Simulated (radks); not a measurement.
Problem. The table gives one normalised radial function P(r) = r R(r) of Tc3+ in [Kr] 4d4 (r in bohr). Calculated with a radial shooting solver on a logarithmic mesh with Libxc functionals: scalar-relativistic Kohn-Sham, LDA (Slater exchange, Perdew-Wang correlation), spin-polarised, spherical densities, finite nucleus; open shells are filled with parallel spins first (spin-orbit coupling, left out, can overturn this in heavy ions); Fermi nuclear charge, rms radius 4.4112 fm.

| r | P |
|---|---|
| 0.004449 | 0.0001 |
| 0.006637 | 0.0002 |
| 0.009901 | 0.0006 |
| 0.01477 | 0.0017 |
| 0.02204 | 0.0051 |
| 0.03287 | 0.0143 |
| 0.04904 | 0.0379 |
| 0.07316 | 0.0913 |
| 0.1091 | 0.1918 |
| 0.1628 | 0.3314 |
| 0.2429 | 0.4262 |
| 0.3624 | 0.3145 |
| 0.5406 | -0.0919 |
| 0.8064 | -0.6129 |
| 1.203 | -0.8703 |
| 1.809 | -0.6919 |
| 2.699 | -0.3174 |
| 4.026 | -0.0693 |

Which n and l does it have? It may be an empty orbital.

Solution. n = 4, l = 2: the number of nodes gives n - l - 1 = 1, the rise at small r (about r^(l+1), flatter next to the nucleus through relativity) gives l, and the extent must fit the shell. The curve is that of 4d up; the table hardly tells the two spins apart. 4d up: eigenvalue -36.517 eV, 1 radial node at r = 0.503 bohr, <r> = 1.51 bohr, 90 % of the charge inside 2.33 bohr.
